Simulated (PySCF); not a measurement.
Radial density of N⁴⁺ (nitrogen, charge +4)

revPBE, [He] 2s1, 2S determinant. All numbers are calculated (PySCF 2.14, the non-relativistic Hamiltonian (point nucleus), in an even-tempered Gaussian basis (16 s from 0.2 bohr⁻², ratio 2.5; 8 p from 0.37 bohr⁻², ratio 2.7; 5 d from 1.1 bohr⁻², ratio 2.7; 5 f from 1.7 bohr⁻², ratio 2.7)).

```tsv
r (bohr)	4πr²ρ (e/bohr)	4πr²(ρα − ρβ)
0.00297	0.02200	0.0009
0.00499	0.06050	0.0025
0.00840	0.1632	0.0068
0.0141	0.4260	0.0178
0.0238	1.053	0.0438
0.0400	2.374	0.0977
0.0672	4.594	0.1827
0.113	6.895	0.2443
0.190	6.796	0.1496
0.320	3.390	-0.0013
0.538	1.035	0.4567
0.905	1.097	1.0807
1.52	0.3871	0.3871
2.56	0.01293	0.0129
4.31	1.147e-05	0.0000
```
